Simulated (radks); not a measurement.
All-electron atom: Au V in [Xe] 4f14 5d6 6s1 (not the ground configuration). All-electron calculation, non-relativistic Kohn-Sham, PBE, spin-polarised, spherical densities, point nucleus; open shells are filled with parallel spins first (spin-orbit coupling, left out, can overturn this in heavy ions); relativity is left out, which matters for an element this heavy. Program: a radial shooting solver on a logarithmic mesh with Libxc functionals.

X-ray form factor f0, the Fourier transform of the density (f0(0) = 75):

| sin(theta)/lambda (1/angstrom) | f0 (electrons) |
|---|---|
| 0.05 | 74.322 |
| 0.1 | 72.411 |
| 0.15 | 69.583 |
| 0.2 | 66.211 |
| 0.25 | 62.620 |
| 0.3 | 59.039 |
| 0.4 | 52.385 |
| 0.5 | 46.675 |
| 0.6 | 41.860 |
| 0.8 | 34.119 |
| 1 | 27.978 |
| 1.25 | 22.152 |
| 1.5 | 18.267 |
| 2 | 14.124 |
